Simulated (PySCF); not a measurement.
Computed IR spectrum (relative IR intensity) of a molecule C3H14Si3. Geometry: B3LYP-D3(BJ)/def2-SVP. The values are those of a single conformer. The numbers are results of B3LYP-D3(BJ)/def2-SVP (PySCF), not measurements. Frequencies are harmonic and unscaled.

Lines under 2 % of the strongest are left out, and lines within 2 cm⁻¹ are merged.

```
ν (cm⁻¹)  relative intensity
--------  ------------------
639                       15
653                       23
688                       11
833                       12
870                      9.3
922                       73
929                       97
946                       12
952                       35
958                       24
964                       24
991                      2.6
1099                     2.3
1137                     5.3
2210                      33
2215                      11
2217                      64
2219                     100
2230                      36
3011                     4.1
3017                     3.5
3056                     2.2
3065                     2.9
```

### Question
Which structure fits?
(A) CCC([SiH3])([SiH3])[SiH3]
(B) [SiH3]CC([SiH3])C[SiH3]
(C) C[SiH](C)[SiH2]C[SiH3]
(D) CCC[SiH]([SiH3])[SiH3]

### Answer
B, [SiH3]CC([SiH3])C[SiH3]
